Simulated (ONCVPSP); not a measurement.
Before and after: ONCV potential for mercury

ONCVPSP 4.0.1 input, shortened (lines: element, Z, core and valence counts, functional; n l f; lmax; l rc ep ncon nbas qcut; lloc lpopt rc5 dvloc0; l nproj debl; icmod fcfact rcfact), BLYP, scalar-relativistic:

```
  Hg 80.00    9    4  -106131      upf
    1    0    2.00
    2    0    2.00
    2    1    6.00
    3    0    2.00
    3    1    6.00
    3    2   10.00
    4    0    2.00
    4    1    6.00
    4    2   10.00
    4    3   14.00
    5    0    2.00
    5    1    6.00
    5    2   10.00
    3
    0    1.55    0.00    5    9    9.60
    1    1.35    0.00    4    7   12.10
    2    1.50    0.00    4    7    5.70
    3    0.85    0.00    3    8   18.30
    4    2    0.65    0.00
    0    2    1.60
    1    3    0.60
    2    2    0.80
    3    2    1.40
    3    1.50    1.30
```

In the s channel the program set the typed energies aside and used -5.049, 0.050 Ha. In the p channel the program set the typed energies aside and used -3.149, 0.250, 0.850 Ha. In the d channel the program set the typed energies aside and used -1.053, 0.250 Ha. In the f channel the program set the typed energies aside and used -4.225, 0.250 Ha.

Change: core correction Teter function, fcfact 4.2, rcfact 1.3.

Cutoffs: the cutoffs (Ha) at which the residual kinetic energy of the hardest occupied pseudo-wave falls to 1 and 0.1 mHa per electron; they do not see the model core or the augmentation charge, which bear on the density cutoff. Errors are all-electron minus pseudo energies relative to the spin-unpolarised reference configuration.

Q: How do hardness, ghosts and transferability respond?

A: The potential gets neither clearly harder nor softer (158 Ha and 338 Ha → 158 Ha and 338 Ha); both files keep a bound ghost (s); the errors of the 4 common tests hardly move. A model core, the more so a compact one, raises the density cutoff, which this test does not measure.

| quantity | base | changed |
| --- | --- | --- |
| cutoff, loose | 158 Ha | 158 Ha |
| cutoff, tight | 338 Ha | 338 Ha |
| bound ghosts | s | s |
| GHOST(+) flags under 300 eV | none | none |
| error for 4f14 5s2 5p6 5d10 6s2, meV [ΔE -29.77 eV] | +7.3 | +7.2 |
| error for 4f14 5s2 5p6 5d10 6s1, meV [ΔE -19.07 eV] | +5.6 | +5.6 |
| error for 4f14 5s2 5p6 5d9, meV [ΔE 35.40 eV] | -8.4 | -8.4 |
| error for 4f14 5s1 5p6 5d10 6s2, meV [ΔE 95.70 eV] | -161 | -162 |
| s: phases at 1.57 bohr within 0.05 rad from the reference energy up to (Ha; the scan ends near 5) | to the end of the scan | to the end of the scan |
| p: phases at 1.37 bohr within 0.05 rad from the reference energy up to (Ha; the scan ends near 5) | to the end of the scan | to the end of the scan |
| d: phases at 1.52 bohr within 0.05 rad from the reference energy up to (Ha; the scan ends near 5) | 4.8 | 4.8 |
| f: phases at 0.86 bohr within 0.05 rad from the reference energy up to (Ha; the scan ends near 5) | to the end of the scan | to the end of the scan |
| rms error of d²Exc/dni dnj with the model core, mHa | 4.87 | 2.90 |

 A true bound ghost makes a file unfit for plane-wave use even where its test errors are small: the radial tests pick states by their node count and pass the ghost by.
